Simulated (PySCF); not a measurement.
CH₄ClFSi.

```xyz
8

Si     0.0388    -0.4423     0.3474
C      1.8741    -0.4112     0.1090
F     -0.6240    -1.4880    -0.7029
Cl    -0.7378     1.4174    -0.0631
H     -0.3953    -0.8401     1.7053
H      2.3084    -1.4076     0.2881
H      2.3390     0.3038     0.8060
H      2.1193    -0.1009    -0.9186
```

Geometry optimised at ωB97X-D3(BJ)/def2-SVP.

These are PBE0/pcSseg-1 in PySCF values and carry that method's errors. Non-relativistic, no solvent.

Computed absolute GIAO shielding of each atom: isotropic value and principal components (ppm):
```
atom  σ(iso)    σ11    σ22    σ33   span
----  ------  -----  -----  -----  -----
Si1    329.3  290.2  331.0  366.7   76.5
C2     180.7  171.2  178.7  192.2   21.0
F3     328.2  271.9  338.5  374.3  102.4
Cl4    881.8  730.0  917.8  997.7  267.7
H5      25.8   22.4   23.4   31.6    9.1
H6      30.7   26.4   27.6   38.0   11.6
H7      30.9   26.7   28.8   37.2   10.6
H8      30.5   26.5   28.5   36.4    9.9
```
